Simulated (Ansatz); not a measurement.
H$_{5}$InOSi (`[SiH3][O][InH2]`). The species carries charge 0 and has multiplicity 1. In: def2 effective core potential.

```csv
atom,x (Å),y (Å),z (Å)
Si1,-1.0273,-0.9652,-0.1533
O2,0.0115,0.1728,-0.6602
In3,1.4180,1.3580,0.1059
H4,-0.9093,-1.2097,1.3177
H5,-0.7733,-2.2592,-0.8480
H6,-2.4338,-0.5581,-0.4320
H7,2.1023,2.3237,-1.1169
H8,1.6120,1.1377,1.7869
```

Question: List the harmonic frequencies (cm⁻¹, unscaled) at PBE0-D4/def2-TZVP in Ansatz. (Estimate.)

Answer: Computed: 55, 91, 104, 399, 438, 552, 564, 725, 736, 955, 958, 992, 1011, 1868, 1891, 2169, 2195, 2203.

Question: Is this a minimum?

Answer: Yes, all 18 modes are real.

Question: Give the ideal-gas thermochemistry at 298.15 K and 1 bar (rigid rotor, harmonic oscillator; point group Cs, symmetry number 1).

Answer: Zero-point energy 107.1 kJ/mol; H(298) − E = 126.5 kJ/mol; entropy 345.2 J/(mol·K), of which translation 172.5, rotation 108.0, vibration 64.7; G(298) − E = 23.6 kJ/mol. Modes under 100 cm⁻¹ are hindered rotations or soft bends, so the harmonic entropy is rough.

Question: And at 400, 500, 600, 800 and 1000 K?

Answer: 
```
T (K)  H − E (kJ/mol)  S (J/mol/K)  G − E (kJ/mol)
  400           136.8        374.6           -13.1
  500           148.2        400.0           -51.8
  600           160.7        422.8           -93.0
  800           188.2        462.2          -181.6
 1000           218.1        495.6          -277.5
```
